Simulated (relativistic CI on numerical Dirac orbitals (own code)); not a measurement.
One change at a time: W29+

Base calculation: Dirac-Coulomb-Breit CI, orbitals from a KLI potential per configuration, a model potential for QED, unscaled Slater integrals.

Configuration list (outside the closed core [Ar] 3d10): 4s²4p⁶4d⁹, 4s²4p⁵4d¹⁰, 4s²4p⁶4d⁸4f, 4s4p⁶4d¹⁰, 4s²4p⁵4d⁹4f, 4s4p⁶4d⁹4f, 4s²4p⁶4d⁸5s, 4s²4p⁶4d⁷4f5s, 4s²4p⁶4d⁸5p, 4s²4p⁶4d⁸5d, 4s²4p⁵4d⁹5s, 4s²4p⁶4d⁷5s², 4s²4p⁶4d⁶4f5s², 4s²4p⁵4d⁷4f5s², 4s4p⁶4d⁷4f5s². Double excitations out of closed p, d and f shells are left out; levels of such configurations are missing from the list, as are those of other unlisted configurations, and high levels can miss mixing partners.

Variants: (1) P86 correlation estimate; (2) configuration mixing switched off; (3) only the first 3 configurations. Shifts of the energy above 4s²4p⁶4d⁹ ²D5/2, in cm⁻¹, for the lowest level and the first level of each name with at least 55 % of one term (blank where a level changes its place among those of its configuration and J or its character, or is not in the variant):

| Level | Base | Δ(1) | Δ(2) | Δ(3) |
| --- | --- | --- | --- | --- |
| 4s²4p⁶4d⁹ ²D5/2 | 0 | 0 | 0 | 0 |
| 4s²4p⁶4d⁹ ²D3/2 | 132997 | -1 | -797 | -797 |
| 4s²4p⁵4d¹⁰ ²P°3/2 | 1454974 | +1227 | +117119 | -5479 |
| 4s²4p⁶4d⁸4f ⁴I°15/2 | 1589767 | +881 | -13385 | -13385 |
| 4s²4p⁶4d⁸4f ⁴H°13/2 | 1604966 | +881 | -12856 | -12856 |
| 4s²4p⁶4d⁸4f ⁴F°3/2 | 1659816 | +881 | -13334 | -13129 |
| 4s²4p⁶4d⁸4f ⁴I°11/2 | 1701746 | +881 | -13277 | -13277 |
| 4s²4p⁶4d⁸4f ²K°13/2 | 1718021 | +881 | -13358 | -13358 |
| 4s²4p⁶4d⁸4f ²K°15/2 | 1748199 | +881 | -13384 | -13384 |
| 4s²4p⁶4d⁸4f ⁴D°5/2 | 1779158 | +881 | -12556 | -12556 |
| 4s²4p⁶4d⁸4f ²I°11/2 | 1788702 | +881 | -13334 | -13334 |

At this charge energies of transitions that change n are usually good to better than 1 %, and those within a shell (Δn = 0) to a few per cent.

Ionisation energy from the two ground configurations alone: base 1175.41 eV; P86 correlation estimate 1177.51 eV. The NIST ASD value (semi-empirical) is 1180 eV.

LS names give the leading component of a level, which can be under half, so a name can repeat, a term be missing and a line seem to break the LS rules.
